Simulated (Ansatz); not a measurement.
CH₄ClFMoO₂S (`C[O][Mo]([OH])([F])(=[S])[Cl]`). Charge 0, multiplicity 1. Mo: def2 effective core potential. The geometry is a stationary point of PBE0-D4/def2-TZVP. It is one conformer, not always the lowest.

```xyz
11

C    -0.069   -0.085    1.839
O     0.722    0.092    0.700
Mo    0.435   -0.076   -1.095
O    -0.965    1.167   -0.790
F    -0.596   -0.438   -2.615
S     2.123    0.816   -1.926
Cl    0.729   -2.339   -0.968
H    -1.014    0.452    1.709
H    -0.270   -1.152    1.981
H     0.469    0.306    2.704
H    -1.563    1.257   -1.540
```

(1) What is the dipole moment at ωB97M-V/def2-TZVPP? (Best estimate.)

(2) And with PBE, r2SCAN, B3LYP? (Estimate.)

(3) Give the Mulliken charges with ωB97M-V, r2SCAN, PBE in def2-TZVPP. (Best estimate.)

Results:

(1) Ansatz gave: 2.86 D, with components (-0.92, 1.18, 2.44) D in this frame, pointing from negative to positive charge.

(2) Computed: PBE 3.17 D, r2SCAN 3.21 D, B3LYP 3.01 D.

(3) Computed: 
```csv
atom,ωB97M-V,r2SCAN,PBE
C1,-0.14,0.03,-0.10
O2,-0.35,-0.35,-0.29
Mo3,1.15,1.29,1.13
O4,-0.45,-0.48,-0.42
F5,-0.38,-0.38,-0.34
S6,-0.19,-0.30,-0.29
Cl7,-0.24,-0.29,-0.26
H8,0.14,0.09,0.12
H9,0.13,0.08,0.12
H10,0.13,0.08,0.12
H11,0.21,0.23,0.21
```

B3LYP here is the variant with VWN-RPA as its local correlation; programs differ in this.
